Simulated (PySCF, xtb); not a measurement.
Re(O)3(OH) (HO4Re), SMILES [O]=[Re](=[O])(=[O])[OH], multiplicity 1.

GFN2-xTB in xtb at its own geometry gives an orbital gap of 3.89 eV and a dipole moment of 7.08 D.

Coordinates come from a PBE0-D3(BJ)/def2-SVP optimisation. A frequency run showed that this geometry is not a minimum. The multiplicity is an assumed one; no other spin state was optimised. The isomer is the one that the SMILES or the coordinates give; other isomers of the formula were not compared. The def2 effective core potentials stand for the cores of Re; spin–orbit coupling is left out. One conformer was computed; it need not be the lowest.

What does CAM-B3LYP/def2-TZVP (PySCF) give? (The exact figures need the calculation; the answer reports its results.)

gap 9.55 eV (levels -10.96 and -1.41 eV), dipole 4.36 D.
